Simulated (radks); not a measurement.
Task: The ruthenium ion Ru4.5+, configuration [Kr] 4d(up 3.25, down 0.25) (fractional occupations, a model configuration). Calculated with a radial shooting solver on a logarithmic mesh with Libxc functionals: scalar-relativistic Kohn-Sham, LDA (Slater exchange, Perdew-Wang correlation), spin-polarised, spherical densities, finite nucleus; Fermi nuclear charge, rms radius 4.4809 fm. Some entries of the table are withheld. Estimate them.

orbital,occ.,eigenvalue (hartree),<r^2> (bohr^2),r(max) (bohr)
1s up,1,-807.3607,0.001513,0.02174
1s down,1,-807.3605,0.001513,0.02174
2s up,1,-118.0836,0.02506,0.1231
2s down,1,-118.0633,0.02506,0.1231
2p up,3,-106.0709,0.01971,0.09826
2p down,3,-106.0550,0.01971,0.09825
3s up,1,-22.63964,0.1863,0.3620
3s down,1,-22.62519,0.1861,0.3620
3p up,3,-18.69329,0.1893,0.3550
3p down,3,-18.67753,0.1891,0.3550
3d up,5,-12.32656,(1),0.3003
3d down,5,-12.30554,(2),0.3004
4s up,1,-5.02008,1.128,0.9078
4s down,1,-4.93059,1.124,0.9054
4p up,3,-3.88988,1.346,0.9700
4p down,3,-3.79705,1.343,0.9672
4d up,3.25,-2.23601,2.073,1.134
4d down,0.25,-2.14294,2.101,1.132

Result: 
(1) 3d up <r^2> (bohr^2): 0.1767
(2) 3d down <r^2> (bohr^2): 0.1764
